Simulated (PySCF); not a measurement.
C₃H₆BFO₂, SMILES OB(O)C1(F)CC1.

Geometry: PBE-D3(BJ)/def2-SVP. The structure was generated by enumeration, and PubChem lists no compound with its InChIKey, so it may never have been made. One conformer was computed; it need not be the lowest.

These are PBE-D3(BJ)/def2-SVP (PySCF) values and carry that method's errors.

Harmonic, unscaled wavenumbers; measured fundamentals usually lie a few per cent lower.

Give all harmonic wavenumbers and intensities. (An estimate is asked for; the answer gives what the named calculation found.)


| mode | ν (cm⁻¹) | IR (km/mol) | moving atoms (share of kinetic energy) |
|---|---|---|---|
| 1 | 68 | 2.4 | O 58 %, F 17 %, C 15 %, H 10 % |
| 2 | 163 | 5.3 | O 40 %, C 25 %, F 17 %, H 16 % |
| 3 | 180 | 0.1 | C 52 %, H 35 %, O 11 % |
| 4 | 293 | 8.8 | O 40 %, F 32 %, H 15 %, C 12 % |
| 5 | 386 | 0.2 | C 37 %, H 31 %, F 23 %, B 8 % |
| 6 | 418 | 4.3 | O 45 %, F 21 %, C 13 %, H 12 %, B 10 % |
| 7 | 431 | 12.8 | C 29 %, O 23 %, H 22 %, F 20 % |
| 8 | 520 | 132.3 | H 83 % |
| 9 | 613 | 11.3 | H 87 % |
| 10 | 622 | 43.8 | O 32 %, H 19 %, F 19 %, C 16 %, B 14 % |
| 11 | 663 | 76.8 | B 61 %, H 14 %, C 12 %, O 12 % |
| 12 | 738 | 0.5 | H 95 % |
| 13 | 852 | 0.0 | H 56 %, C 40 % |
| 14 | 853 | 19.4 | H 46 %, C 29 %, F 20 % |
| 15 | 921 | 12.4 | C 68 %, H 30 % |
| 16 | 958 | 6.0 | H 57 %, C 36 % |
| 17 | 978 | 147.2 | H 50 %, O 39 % |
| 18 | 1012 | 0.8 | H 68 %, C 32 % |
| 19 | 1015 | 84.2 | H 75 %, C 12 %, O 11 % |
| 20 | 1025 | 8.3 | H 53 %, C 40 % |
| 21 | 1140 | 0.0 | H 78 %, C 22 % |
| 22 | 1179 | 65.8 | C 45 %, H 35 % |
| 23 | 1245 | 73.7 | C 54 %, H 34 % |
| 24 | 1361 | 4.7 | H 92 %, C 8 % |
| 25 | 1395 | 215.3 | H 47 %, B 28 %, C 16 % |
| 26 | 1438 | 106.4 | C 49 %, B 24 %, H 23 % |
| 27 | 1456 | 188.4 | B 71 %, O 19 % |
| 28 | 3066 | 6.5 | H 96 % |
| 29 | 3067 | 1.0 | H 95 % |
| 30 | 3162 | 0.4 | H 89 %, C 11 % |
| 31 | 3172 | 1.6 | H 89 %, C 11 % |
| 32 | 3690 | 78.2 | H 94 % |
| 33 | 3731 | 66.6 | H 94 % |
